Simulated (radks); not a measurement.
The numbers below are computed, except where a source is named.
Q: The mean radii <r> (bohr) of the occupied orbitals of an atom or ion are listed with their occupations. Level of theory: scalar-relativistic Kohn-Sham, MS2 meta-GGA, spin-polarised, spherical densities, finite nucleus; meta-GGA in the generalised Kohn-Sham scheme; Fermi nuclear charge, rms radius of each element as measured or else 0.836 A^(1/3) + 0.57 fm (a radial shooting solver on a logarithmic mesh with Libxc functionals).

orbital  occ.      <r>
1s          2  0.03705
2s          2   0.1623
2p          6   0.1417
3s          2   0.4566
3p          6   0.4611
3d         10   0.4521
4s          2    1.194
4p          6    1.314

Name the element and its charge. Open shells, if any, are filled with parallel spins first.

A: Z = 40, zirconium, charge +4: Zr4+ in [Kr]. The 1s radius gives Z: for a bare nucleus <r> = (2 gamma + 1)/(2Z) with gamma = sqrt(1 - (Z/c)^2), 0.03641 bohr for Z = 40, and screening makes it slightly larger (0.03705 here). The occupations add up to 36, and the charge is Z minus that.
